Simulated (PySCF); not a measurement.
Computed data sheet: `N#CC1(c2cn[se]c2)CC1`

Compound: C7H6N2Se.
Geometry (PBE0-D3(BJ)/def2-SVP, Å), atoms numbered from 1 in this order:
```
atom  x, y, z in Å
N1    -1.1296   -1.5014    1.8468
C2    -0.8438   -0.7218    1.0392
C3    -0.4767    0.2454    0.0332
C4     0.9902    0.3704   -0.2094
C5     1.5727    1.2836   -1.1552
N6     2.8677    1.3207   -1.3003
Se7    3.6199    0.1186   -0.1839
C8     1.9510   -0.3660    0.4319
C9    -1.4508    0.4163   -1.1237
C10   -1.3705    1.4710   -0.0821
H11    0.9788    1.9664   -1.7752
H12    1.7829   -1.1269    1.1950
H13   -0.9985    0.5968   -2.1017
H14   -2.3236   -0.2403   -1.1373
H15   -0.8631    2.4110   -0.3117
H16   -2.1868    1.5573    0.6386
```

Among its groups: nitrile, pyridine-type ring nitrogen, cyclopropane ring and selenium bound to carbon.

**PBE0-D3(BJ)/def2-SVP geometry optimisation, gas phase (PySCF)**

```
Rotational constants A, B, C : 2.171, 0.575, 0.472 GHz
```

From wB97X-D/def2-SVPD ground state and vertical TDDFT (core frozen in the response) (PySCF):

```
Dipole moment                                                     : 2.40 D
HOMO energy                                                       : -8.94 eV
LUMO energy                                                       : 0.25 eV
HOMO–LUMO gap                                                     : 9.19 eV
Lowest singlet excitation                                         : 5.02 eV (247 nm, f = 0.146)
Strongest line among the 6 lowest singlet transitions             : S1 at 5.02 eV (247 nm, f = 0.146)
Static isotropic polarisability                                   : 111.6 au
Electronic spatial extent ⟨r²⟩ about the centre of nuclear charge : 2125 bohr²
```

Monoisotopic mass from the formula: 197.9696 u.

In wavenumbers S1 is 40500 cm⁻¹ (1 eV = 8065.54 cm⁻¹). With B = h/(8π²I), that is 505.379 GHz u Å² over I, the principal moments of inertia are 232.7, 878.4 and 1071.7 u Å² (most abundant isotopes); the inertial defect Ic − Ia − Ib is -39.4 u Å² (zero for a rigid planar frame, negative otherwise). No computed singlet falls in the visible range (750 to 380 nm, 1.65 to 3.26 eV); S1 lies 1.76 eV above its blue end. The rotational constants make it an asymmetric top with κ = (2B − A − C)/(A − C) = -0.88, nearer the prolate limit (−1). The polarisability is 16.53 Å³ as a volume (1 au = 0.148185 Å³), or 1.16 au for each of the 96 electrons.

The calculation is non-relativistic and has no spin–orbit coupling, an omission that weighs most on selenium.

One conformer stands for the species.
